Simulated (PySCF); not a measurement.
Species: C8H10S.
SMILES with atom numbers: `[CH3:1]/[CH:2]=[C:3]1[CH:4]=[CH:5][C:6]\1=[CH:7]\[S:8][CH3:9]` (hydrogens: H10, H11, H12 on C1; H13 on C2; H14 on C4; H15 on C5; H16 on C7; H17, H18, H19 on C9)

Cartesian coordinates in Å at the PBE0-D3(BJ)/def2-SVP level; atoms count from 1:
```xyz
19
C8H10S angstrom
C     -3.2552    1.1298   -0.3193
C     -1.8237    0.7567   -0.1323
C     -1.3562   -0.4960   -0.0882
C     -1.9087   -1.8694   -0.1823
C     -0.6795   -2.4378   -0.0253
C     -0.0072   -1.1289    0.0841
C      1.2561   -0.7145    0.2598
S      1.7411    0.9640    0.3494
C      3.5190    0.7739    0.5821
H     -3.6261    1.7265    0.5313
H     -3.3903    1.7532   -1.2194
H     -3.9004    0.2451   -0.4198
H     -1.1000    1.5722   -0.0228
H     -2.9127   -2.2717   -0.3232
H     -0.3174   -3.4668    0.0086
H      2.0591   -1.4525    0.3569
H      3.9828    0.2629   -0.2741
H      3.9352    1.7878    0.6549
H      3.7455    0.2321    1.5118
```

The calculation used PBE0-D3(BJ)/def2-SVP geometry optimisation, gas phase in PySCF 2.14.0.

Masses are those of the commonest isotopes; rigid-rotor values at the optimised geometry. The values belong to one conformer with, in the numbering `[CH3:1]/[CH:2]=[C:3]1[CH:4]=[CH:5][C:6]\1=[CH:7]\[S:8][CH3:9]`, C6–C7–S8–C9 180°.

What are A, B and C (cm⁻¹)?

Ia = 211.15, Ib = 635.39, Ic = 840.12 u·Å²; 505379 MHz·u·Å²/I gives 2393, 795.4 and 601.6 MHz, that is A = 0.07984, B = 0.02653, C = 0.02007 cm⁻¹.

Classify the top.

An asymmetric top: κ = (2 × 795.4 − 2393 − 601.6)/(2393 − 601.6) = -0.78.

Is it planar, by Δ = Ic − Ia − Ib?

Not planar: Δ = Ic − Ia − Ib = -6.42 u·Å². For a rigid frame Δ = −2 Σ m c², so Σ m c² = 3.21 u·Å² lies off the ab plane, practically all of it from hydrogen. The atom farthest from that plane is 0.90 Å away.

Which types of transition are allowed, and where do some lines up to J = 4 fall?

The dipole components are |μa| = 0.90 D, |μb| = 0.78 D, |μc| = 0.00 D; the mirror of this Cs structure is the ab plane, so μc vanishes by symmetry and there are no c-type lines. Intensities carry the squares of the components, which stand as 1.00 : 0.75 (a : b). Some lines, for components of 0.1 D or more:

| type | branch | J(Ka,Kc) | MHz | lower level (cm⁻¹) |
| --- | --- | --- | --- | --- |
| a | Q | 2(1,1) ← 2(1,2) | 581 | 0.187 |
| a | R | 1(0,1) ← 0(0,0) | 1397 | 0.000 |
| b | Q | 1(1,0) ← 1(0,1) | 1792 | 0.047 |
| b | R | 3(0,3) ← 2(1,2) | 2704 | 0.187 |
| b | R | 1(1,1) ← 0(0,0) | 2995 | 0.000 |
| b | R | 4(0,4) ← 3(1,3) | 4243 | 0.316 |
| a | R | 3(2,1) ← 2(2,0) | 4256 | 0.367 |
| b | R | 3(1,3) ← 2(0,2) | 5311 | 0.139 |
| b | Q | 4(3,1) ← 4(2,2) | 8294 | 0.700 |
| b | Q | 4(3,2) ← 4(2,3) | 8529 | 0.692 |
| b | R | 3(2,1) ← 2(1,2) | 9649 | 0.187 |
| b | R | 4(4,0) ← 3(3,1) | 17456 | 0.789 |

No PBE0-D3(BJ)/def2-SVP frequencies stand behind this structure, so it isn't proved a minimum. Zero-point vibration and centrifugal distortion are left out. A rigid rotor knows nothing of internal rotation, which can split or shift real lines.
